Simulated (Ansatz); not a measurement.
The cluster TiB7⁻. Charge -1, multiplicity 1. Geometry PBE-D4/def2-SVPD, basis def2-TZVPD, Ansatz.

Cartesian coordinates in Å:
```
Ti 1.744 -0.610 0.860
B -0.136 -0.309 1.594
B 0.006 -0.881 -0.269
B -0.095 0.549 -1.546
B 1.325 0.445 -0.837
B -1.464 -0.154 0.731
B 0.050 0.794 0.275
B -1.430 0.166 -0.808
```

```csv
run,HOMO (eV),LUMO (eV)
A,-0.66,0.95
B,-0.43,0.63
C,-0.67,1.19
D,-0.38,1.05
E,-1.04,1.27
F,-0.31,0.80
```

HSE06 is defined as in plane-wave codes, on full-range PBE exchange. No other spin state of charge -1 was run. The structure comes from a short search, and lower isomers may exist.

Question: The runs used B97M-V, HSE06, PBE, PBE0, r2SCAN, r2SCANh. Estimate which is which.

Answer: A HSE06 (range-separated); B B97M-V (0 % exact exchange); C r2SCANh (10 % exact exchange); D r2SCAN (0 % exact exchange); E PBE0 (25 % exact exchange); F PBE (0 % exact exchange). Exact exchange lowers occupied and raises empty levels; among semilocal functionals meta-GGAs tend to open the gap a little, and such runs are hard to tell apart. The gap grows from 1.06 eV (B97M-V) to 2.30 eV (PBE0). The restricted singlet is unstable towards broken spin symmetry in Hartree–Fock (as tested in another run); at HSE06-D4/def2-TZVPD, B97M-V/def2-TZVPD, r2SCANh-D4/def2-TZVPD, r2SCAN-D4/def2-TZVPD and others this wasn't settled.
